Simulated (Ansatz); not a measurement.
[MoO4]2- (MoO4²⁻). Charge -2, multiplicity 3. Geometry PBE-D4/def2-SVPD, that of the charge -2 singlet; atoms count from 1.

| atom | x (Å) | y (Å) | z (Å) |
| --- | --- | --- | --- |
| Mo1 | 0.0000 | 0.0000 | 0.0000 |
| O2 | -1.5799 | 0.8505 | -0.0428 |
| O3 | 1.2664 | 1.1204 | 0.6017 |
| O4 | 0.4268 | -0.5529 | -1.6533 |
| O5 | -0.1133 | -1.4180 | 1.0945 |

In the def2 sets Mo takes a core potential; there is no spin–orbit coupling. A multiply charged anion in the gas phase is held together partly by the finite basis. The highest occupied level of the charge -2 triplet lies above zero (up to 5.21 eV). It is a level of α spin, whose loss leaves a doublet; that state wasn't run at this geometry and level. The electron is either unbound and held by the finite basis, or the level is raised by self-interaction error. At PBE0-D4/def2-TZVPD a singlet of charge -2 lies 3.73 eV below the triplet at the same geometry.

Problem. Estimate the Mulliken populations from the PBE0/def2-TZVPD orbitals of Ansatz.

Solution. 
```
atom  charge (e)  spin (α − β)  d electrons
 Mo1       -0.72          2.95         3.38
  O2       -0.76         -0.20            –
  O3        0.12         -0.27            –
  O4       -0.76         -0.20            –
  O5        0.12         -0.27            –
```
Mulliken values and Mayer orders depend strongly on the basis. With diffuse functions, as here, like atoms can get unlike values, and bond orders can come out too low or too high.

Problem. Where does the spin sit?

Solution. Summed by element: Mo 2.95, O -0.95, of 2 unpaired in all. Largest on single atoms: Mo1 2.95, O5 -0.27, O3 -0.27.
